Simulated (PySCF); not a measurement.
# Rb²⁵⁺ (rubidium, charge +25): Hartree-Fock from Schrödinger to Dirac-Coulomb-Breit

Occupied: 1s1/2, 2s1/2, 2p1/2, 2p3/2, 3s1/2. Hartree-Fock calculated with PySCF 2.14 in an even-tempered Gaussian basis (17 s from 1.5 bohr⁻², ratio 2.7; 13 p from 1.8 bohr⁻², ratio 2.7), Gaussian nucleus throughout. NR is non-relativistic, sf-X2C the spin-free one-electron X2C Hamiltonian, X2C adds the bare one-electron spin-orbit term, X2C-SNSO screens it by Boettger's factors, DC is four-component Dirac-Coulomb, and the Gaunt and Breit terms are added at first order (total energies over the DC spinors, levels after relaxing the spinors in that mean field). QED terms are absent. Levels marked empty are virtual spinors of this ion; the basis has s and p functions only, so 3d, which can lie below the n = 4 levels, is absent.

| Hamiltonian | E (hartree) | E − E(DC) (hartree) | CPU seconds |
| --- | --- | --- | --- |
| NR | -2520.4647 | 40.3919 | 0.39 |
| sf-X2C | -2560.1526 | 0.7040 | 0.22 |
| X2C | -2560.3555 | 0.5012 | 0.28 |
| X2C-SNSO | -2560.3338 | 0.5229 | 0.28 |
| DC | -2560.8566 | 0.0000 | 13 |
| DC+Gaunt | -2559.3109 | 1.5457 | 23 |
| DC+Breit | -2559.4448 | 1.4119 | 68 |

```tsv
level (eV)	NR	sf-X2C	X2C	X2C-SNSO	DC	DC+Gaunt	DC+Breit
1s1/2	-16203.1	-16490.7	-16490.3	-16490.4	-16500.1	-16475.0	-16476.6
2s1/2	-3175.5	-3248.3	-3248.2	-3248.2	-3249.3	-3247.0	-3247.2
2p1/2	-2990.3	-3011.0	-3056.8	-3054.2	-3054.5	-3050.5	-3051.0
2p3/2	-2990.3	-3011.0	-2989.3	-2990.5	-2991.2	-2988.3	-2988.8
3s1/2	-1216.4	-1236.8	-1236.8	-1236.8	-1237.0	-1236.4	-1236.5
3p1/2 (empty)	-1115.7	-1123.2	-1133.4	-1132.9	-1132.9	-1132.0	-1132.1
3p3/2 (empty)	-1115.7	-1123.2	-1118.3	-1118.5	-1118.7	-1118.1	-1118.2
4s1/2 (empty)	-614.83	-622.39	-622.39	-622.39	-622.47	-622.27	-622.30
```

```tsv
interval (eV)	X2C	X2C-SNSO	DC	DC+Gaunt	DC+Breit
2p3/2 − 2p1/2	67.47	63.74	63.31	62.18	62.18
3p3/2 − 3p1/2	15.15	14.31	14.23	13.96	13.96
```

Weight of the small component: 1s1/2 0.0181, 2s1/2 0.00377, 2p1/2 0.00370, 2p3/2 0.00361, 3s1/2 0.00131, 3p1/2 0.00126, 3p3/2 0.00124, 4s1/2 0.000593.

Koopmans' value for the highest occupied level at DC+Breit: 1236.5 eV, against an ionisation energy of 1242.5 ± 1.7 eV (semi-empirical (NIST evaluation); NIST Atomic Spectra Database, ionization energies); the former lacks relaxation, correlation, QED and recoil.

The whole ladder took 110 s of wall time on 1 thread of Neoverse-N1 (shared host), launched as `OMP_NUM_THREADS=1 python relrun2.py TASK.json OUT` (a driver that calls PySCF for each Hamiltonian).

Dirac-Coulomb iterations, started from the X2C spinors:

```
with_ssss True, with_gaunt False, with_breit False
light speed = 137.03599967994
init E= -2557.26718534528
cycle= 1 E= -2560.85655690499  delta_E= -3.59  |g|= 0.429  |ddm|= 0.0505
cycle= 2 E= -2560.85664842126  delta_E= -9.15e-05  |g|= 0.00717  |ddm|= 0.00577
cycle= 3 E= -2560.85664870715  delta_E= -2.86e-07  |g|= 0.000428  |ddm|= 0.000475
cycle= 4 E= -2560.85664870821  delta_E= -1.07e-09  |g|= 1.84e-06  |ddm|= 2.32e-05
```
